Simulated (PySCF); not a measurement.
Isomers of C6H13GeN.

All values: B3LYP/def2-SVPD (PySCF) at PBE0-D3(BJ)/def2-SVP geometries, gas phase, one conformer each. Core orbitals are frozen in the response; Δα² is half the sum of the squared differences of the principal polarisabilities. The calculation is non-relativistic, for germanium too.

(1) Rank by HOMO–LUMO gap, lowest first.
A. `[CH3:1][NH:2][Ge@@H:3]1[CH2:4][CH:5]=[C:6]([CH3:7])[CH2:8]1` with C1–N2–Ge3–C4 -179°, N2–Ge3–C4–C5 -112°, Ge3–C4–C5–C6 -6°, C5–C6–C8–Ge3 7°, N2–Ge3–C8–C6 106°
B. `[CH3:1][C:2]([CH3:3])([CH3:4])[C:5]#[C:6][GeH2:7][NH2:8]` with C6–Ge7–N8–H -177° and -53°
C. `[NH2:1][GeH2:2][C@@H:3]1[CH2:4][C@@H:5]1[CH:6]1[CH2:7][CH2:8]1` with H–N1–Ge2–C3 165° and -71°, N1–Ge2–C3–C4 11°, C4–C5–C6–C7 -175°

(2) Rank by polarisability anisotropy Δα, lowest first.
A. `[CH3:1][NH:2][Ge@@H:3]1[CH2:4][CH:5]=[C:6]([CH3:7])[CH2:8]1` with C1–N2–Ge3–C4 -179°, N2–Ge3–C4–C5 -112°, Ge3–C4–C5–C6 -6°, C5–C6–C8–Ge3 7°, N2–Ge3–C8–C6 106°
B. `[CH3:1][C:2]([CH3:3])([CH3:4])[C:5]#[C:6][GeH2:7][NH2:8]` with C6–Ge7–N8–H -177° and -53°
C. `[NH2:1][GeH2:2][C@@H:3]1[CH2:4][C@H:5]1[CH:6]1[CH2:7][CH2:8]1` with H–N1–Ge2–C3 -57° and 177°, N1–Ge2–C3–C4 157°, C4–C5–C6–C7 -111°
D. `[NH2:1][GeH2:2][C@@H:3]1[CH2:4][C@@H:5]1[CH:6]1[CH2:7][CH2:8]1` with H–N1–Ge2–C3 165° and -71°, N1–Ge2–C3–C4 11°, C4–C5–C6–C7 -175°
E. `[CH3:1][CH2:2][C@@H:3]1[CH:4]=[CH:5][CH2:6][Ge@@H:7]1[NH2:8]` with C1–C2–C3–C4 -174°, C6–Ge7–N8–H 52° and 176°

(3) Rank by HOMO energy, lowest first.
A. `[CH3:1][CH2:2][C@@H:3]1[CH:4]=[CH:5][CH2:6][Ge@@H:7]1[NH2:8]` with C1–C2–C3–C4 -174°, C6–Ge7–N8–H 52° and 176°
B. `[NH2:1][GeH2:2][C@@H:3]1[CH2:4][C@H:5]1[CH:6]1[CH2:7][CH2:8]1` with H–N1–Ge2–C3 -57° and 177°, N1–Ge2–C3–C4 157°, C4–C5–C6–C7 -111°
C. `[CH3:1][NH:2][Ge@@H:3]1[CH2:4][CH:5]=[C:6]([CH3:7])[CH2:8]1` with C1–N2–Ge3–C4 -179°, N2–Ge3–C4–C5 -112°, Ge3–C4–C5–C6 -6°, C5–C6–C8–Ge3 7°, N2–Ge3–C8–C6 106°
D. `[CH3:1][C:2]([CH3:3])([CH3:4])[C:5]#[C:6][GeH2:7][NH2:8]` with C6–Ge7–N8–H -177° and -53°

Answers

(1) A (6.38 eV), B (6.79 eV), C (6.92 eV).

(2) D (3.42 Å³), E (4.25 Å³), C (4.48 Å³), A (4.98 Å³), B (7.06 Å³).

(3) D (-7.04 eV), B (-6.91 eV), A (-6.76 eV), C (-6.12 eV).

All values together:

| SMILES | μ (D) | HOMO (eV) | LUMO (eV) | α (Å³) | Δα (Å³) | ΔSCF removal energy (eV) |
| --- | --- | --- | --- | --- | --- | --- |
| [NH2][GeH2][C@@H]1C[C@H]1C1CC1 | 0.89 | -6.91 | 0.07 | 16.02 | 4.48 | 8.71 |
| [NH2][GeH2][C@@H]1C[C@@H]1C1CC1 | 0.76 | -6.88 | 0.05 | 15.86 | 3.42 | 8.68 |
| C[NH][Ge@@H]1[CH2]C=C(C)[CH2]1 | 0.93 | -6.12 | 0.26 | 16.31 | 4.98 | 8.10 |
| CC(C)(C)C#[C][GeH2][NH2] | 1.10 | -7.04 | -0.25 | 17.02 | 7.06 | – |
| CC[C@@H]1C=C[CH2][Ge@@H]1[NH2] | 0.76 | -6.76 | 0.07 | 16.06 | 4.25 | 8.70 |

Conformers: `[NH2:1][GeH2:2][C@@H:3]1[CH2:4][C@H:5]1[CH:6]1[CH2:7][CH2:8]1` with H–N1–Ge2–C3 -57° and 177°, N1–Ge2–C3–C4 157°, C4–C5–C6–C7 -111°; `[NH2:1][GeH2:2][C@@H:3]1[CH2:4][C@@H:5]1[CH:6]1[CH2:7][CH2:8]1` with H–N1–Ge2–C3 165° and -71°, N1–Ge2–C3–C4 11°, C4–C5–C6–C7 -175°; `[CH3:1][NH:2][Ge@@H:3]1[CH2:4][CH:5]=[C:6]([CH3:7])[CH2:8]1` with C1–N2–Ge3–C4 -179°, N2–Ge3–C4–C5 -112°, Ge3–C4–C5–C6 -6°, C5–C6–C8–Ge3 7°, N2–Ge3–C8–C6 106°; `[CH3:1][C:2]([CH3:3])([CH3:4])[C:5]#[C:6][GeH2:7][NH2:8]` with C6–Ge7–N8–H -177° and -53°; `[CH3:1][CH2:2][C@@H:3]1[CH:4]=[CH:5][CH2:6][Ge@@H:7]1[NH2:8]` with C1–C2–C3–C4 -174°, C6–Ge7–N8–H 52° and 176°.

A dash marks a removal energy that wasn't run or isn't settled.
